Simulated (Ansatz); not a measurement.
C5H12O3Si, charge -1, doublet, at a GFN2-xTB geometry (a state made from the parent by changing its charge; the spin is typed, not shown lowest) (a gas-phase anion, which may not be bound at this level); Ansatz (a quantum-chemistry and plane-wave program) with MP2/STO-3G.

Here is a job for Ansatz.
Ansatz 0.2 input:
```yaml
crystal:
  periodic: [false, false, false]
  atoms:
    - {symbol: C, position_ang: [-0.04504038, -2.31190742, -1.59540500]}
    - {symbol: C, position_ang: [0.22790694, -0.91931420, -1.53625136]}
    - {symbol: Si, position_ang: [0.04080792, 0.16902932, -0.09732877]}
    - {symbol: O, position_ang: [0.18926883, 1.79141942, -0.45205088]}
    - {symbol: C, position_ang: [1.44055666, 2.33595593, -0.65442950]}
    - {symbol: O, position_ang: [1.06600412, 0.07228515, 1.26048838]}
    - {symbol: C, position_ang: [1.07929904, -1.07036143, 2.03851065]}
    - {symbol: O, position_ang: [-1.40314014, 0.02792947, 0.74764931]}
    - {symbol: C, position_ang: [-2.58885233, -0.29182673, 0.11591442]}
    - {symbol: H, position_ang: [-0.57921131, -2.79511640, -0.78860213]}
    - {symbol: H, position_ang: [-0.04878099, -2.83075254, -2.54473373]}
    - {symbol: H, position_ang: [0.70422501, -0.51214466, -2.42672374]}
    - {symbol: H, position_ang: [1.35138235, 3.42845115, -0.68097074]}
    - {symbol: H, position_ang: [2.12964219, 2.04950654, 0.14512242]}
    - {symbol: H, position_ang: [1.86742974, 1.99481581, -1.60617568]}
    - {symbol: H, position_ang: [1.38174196, -1.94344364, 1.44647109]}
    - {symbol: H, position_ang: [0.08590221, -1.27620416, 2.45319170]}
    - {symbol: H, position_ang: [1.79099746, -0.92992504, 2.86104614]}
    - {symbol: H, position_ang: [-3.03449097, 0.58918547, -0.36452225]}
    - {symbol: H, position_ang: [-3.29222912, -0.67756512, 0.86403748]}
    - {symbol: H, position_ang: [-2.42820114, -1.05156685, -0.65426728]}
basis:
  gaussian:
    orbitals: STO-3G
total_charge: -1
magnetization: {spin_polarized: true, initial_magnetization: 1}
correlation: {method: mp2}
```

Q: Write the output that Ansatz gives for this input, abridged.

A: 
```
Functional definition: HF
848 factors; integrals over basis functions are off by at most 3.9e-5 eV
mean field evaluation 1: about -19069.2078 eV, gradient 2.6e1 eV
mean field evaluation 2: about -19069.6724 eV, gradient 2.6e1 eV
mean field evaluation 4: about -19074.3848 eV, gradient 1.9e0 eV
mean field evaluation 8: about -19074.4721 eV, gradient 8.9e-2 eV
mean field -19074.46688565 eV, -700.9737289097 hartree, gradient 1.8e-6 eV, S^2 0.756758; 0 other end points of the search recorded, 0 dependent functions left out
13 core orbitals not correlated
reference -19074.46688565 eV, -700.9737289097 hartree; 28, 27 occupied and 20, 21 virtual orbitals, 848 factors
second order -10.09601174 eV of doubles, -0.00000000 eV of singles
Total energy: -19084.56289739 eV, -701.3447504978 hartree
```
